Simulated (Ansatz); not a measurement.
C₃H₆OSi, SMILES `OC#CC[SiH3]`. The species carries charge 0 and has multiplicity 1.

```xyz
11

O     0.4676    2.4184    2.0634
C     0.5821    1.4751    1.1661
C     0.6264    0.5966    0.3492
C     0.6154   -0.4751   -0.6258
Si   -1.1164   -1.2179   -0.7654
H     1.3184    2.8514    2.1973
H     0.9178   -0.1169   -1.6159
H     1.3118   -1.2738   -0.3485
H    -1.5384   -1.7661    0.5483
H    -2.0802   -0.1749   -1.1987
H    -1.1046   -2.3168   -1.7700
```

Question: What are the harmonic wavenumbers in cm⁻¹ at PBE0-D4/def2-TZVP (Ansatz, finite differences of forces, unscaled)? (Best estimate.)

Answer: Ansatz gave: 93, 115, 132, 237, 286, 440, 445, 508, 570, 744, 821, 834, 923, 944, 947, 1165, 1172, 1235, 1330, 1441, 2215, 2237, 2242, 2416, 3041, 3083, 3807.

Question: Is this a minimum?

Answer: Yes, all 27 modes are real.

Question: Give the ideal-gas thermochemistry at 298.15 K and 1 bar (rigid rotor, harmonic oscillator; point group Cs, symmetry number 1).

Answer: Zero-point energy 199.9 kJ/mol; H(298) − E = 221.5 kJ/mol; entropy 347.5 J/(mol·K), of which translation 164.4, rotation 112.1, vibration 70.9; G(298) − E = 117.9 kJ/mol. Modes under 100 cm⁻¹ are hindered rotations or soft bends, so the harmonic entropy is rough.

Question: Rotational constants (cm⁻¹)?

Answer: 0.4438, 0.05151, 0.04732.
